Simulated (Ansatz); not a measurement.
Consider the formal exchange of groups at a Te–C bond: `C=[C]([GeH3])[TeH]` + `[NH2][AlH][SiH3]` → `[NH2][AlH][SiH2][TeH]` + `C=[CH][GeH3]`.

Calculated with Ansatz (gas phase, PBE0-D4/def2-TZVP geometries, no zero-point term in ΔE). CCSD(T)/CBS is the MP2 limit (def2-TZVPP, def2-QZVPP) plus CCSD(T) − MP2 in def2-TZVPP, frozen cores. DFT in def2-TZVPP. B3LYP here is the variant with VWN-RPA as its local correlation; programs differ in this. def2 core potentials past Kr. For Ge, Te outer-core shells are correlated without core-valence functions, which leaves a few kJ/mol of doubt a bond. Scalar relativity is left out up to krypton. One conformer a species, not always the lowest.

```tsv
level	ΔE (kJ/mol)	difference from CCSD(T)/CBS
PBE-D4	-92.4	-1.3
r2SCAN-D4	-94.8	-3.7
PBE0-D4	-98.2	-7.1
B3LYP-D4	-90.3	0.8
ωB97X-V	-92.5	-1.4
ωB97M-V	-94.6	-3.5
B2PLYP	-90.7	0.4
PBE	-94.3	-3.2
r2SCAN	-95.2	-4.1
PBE0	-99.7	-8.6
B3LYP	-93.6	-2.5
HF/def2-TZVPP	-103.0	-11.9
MP2/def2-TZVPP	-86.1	5.0
SCS-MP2/def2-TZVPP	-84.4	6.7
CCSD/def2-TZVPP	-89.3	1.8
CCSD(T)/def2-TZVPP	-86.6	4.5
HF/def2-QZVPP	-102.0	-10.9
MP2/def2-QZVPP	-88.4	2.7
SCS-MP2/def2-QZVPP	-86.9	4.2
HF/CBS(def2)	-101.8	-10.7
MP2/CBS(def2)	-90.7	0.4
CCSD/CBS(def2)	-93.9	-2.8
CCSD(T)/CBS	-91.1	0
```

Largest T1 diagnostic among the species: 0.013.

In def2-TZVPP, CCSD(T) changes the Hartree–Fock value by +16.4 kJ/mol (the triples alone add +2.7 kJ/mol) and MP2 by +16.9 kJ/mol. From PBE to PBE0 (25 % exact exchange), in def2-TZVPP and without D4, ΔE moves by −5.4 kJ/mol. The D4 term adds +3.2 kJ/mol with B3LYP and +1.6 kJ/mol with PBE0; it sums over pairs of atoms, weighted by their polarisabilities, and B3LYP, whose exchange is more repulsive, gets the larger term.
